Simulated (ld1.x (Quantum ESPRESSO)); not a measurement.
# Pseudopotential generation for nitrogen: RRKJ, PBEsol, scalar-relativistic.

```
Element                 : N
Generator               : ld1.x (Quantum ESPRESSO) 7.5
Type                    : norm-conserving RRKJ (Kleinman–Bylander form)
Functional              : PBEsol
Relativity              : scalar-relativistic
Frozen core             : [He]
Valence charge          : 5
Reference configuration : 2s1 2p4
Partial waves           : 2s (bound): rc 1.10 bohr; 3d channel at 0.4 Ry: rc 1.70 bohr; 2p (bound): rc 1.85 bohr
Local potential         : the p channel
Core correction         : none
rho0                    : 0.01
```

Poles of the logarithmic derivatives, all-electron (AE) and pseudo (PS). s: poles at -0.7 (AE) and -0.6 (PS) Ry. p: poles at 0.2 (AE) and 0.2 (PS) Ry. d: poles at no energy (AE) and no energy (PS) Ry. Test radius 2.01 bohr.

- Cutoffs needed: 60 Ry and 90 Ry (the cutoffs (Ry, on a coarse ladder) from which the occupation-weighted sum of valence levels, in a spherical-Bessel basis at the reference potential, stays within 10 and 1 mRy of its value at 400 Ry)
- Ghost test: no extra level below or beside the all-electron valence levels (s, d, p, f tested) (spherical-Bessel basis up to 400 Ry, 20 bohr box)
- Largest excitation error: +2383 meV (all-electron minus pseudo) for 2s1 2p0, out of 7 test configurations
